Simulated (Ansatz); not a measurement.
Calculated with Ansatz (gas phase, PBE0-D4/def2-TZVP geometries, no zero-point term in ΔE). CCSD(T)/CBS is the MP2 limit (def2-TZVPP, def2-QZVPP) plus CCSD(T) − MP2 in def2-TZVPP, frozen cores. This one scheme is used for every species. Functionals use def2-TZVPP. B3LYP here is the variant with VWN-RPA as its local correlation; programs differ in this. Each species was taken in one conformer, which may not be the lowest.

Reaction (ligand exchange at the Si–N bond): `[SiH3]N1BC1` + `CCCO` → `CCCO[SiH3]` + `B1CN1`

| level | ΔE (kcal/mol) |
| --- | --- |
| r2SCAN-D4 | -4.2 |
| PBE0-D4 | -3.8 |
| B3LYP | -4.6 |
| CCSD/def2-TZVPP | -4.2 |

**Question.** What does CCSD(T)/CBS give? (An estimate is asked.)

**Answer.** Computed: -4.1 kcal/mol. The listed levels differ from it by -0.1, 0.3, -0.5, -0.1 kcal/mol.

Largest T1 diagnostic among the species: 0.013.
